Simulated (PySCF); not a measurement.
Computed Raman spectrum (relative Raman activity) of a molecule C2H9BN2. Coordinates come from a r2SCAN-D4/def2-SVP optimisation. Other conformers were not sampled. Calculation: r2SCAN-D4/def2-SVP (PySCF). Frequencies are harmonic and unscaled.

Lines under 2 % of the strongest are left out, and lines within 2 cm⁻¹ are merged.

```csv
ν (cm⁻¹),relative intensity
1077,4.4
1131,2.0
1420,5.0
1439,2.7
1447,10
1467,8.6
1478,2.2
1541,3.3
1607,2.5
2568,25
2966,19
2976,100
3021,68
3032,16
3139,19
3150,20
3620,40
3729,23
```

Task: Identify the compound among the candidates.
A) CNB(C)N
B) CNBNC
C) CN(C)BN
D) CCB(N)N

Result: C, CN(C)BN
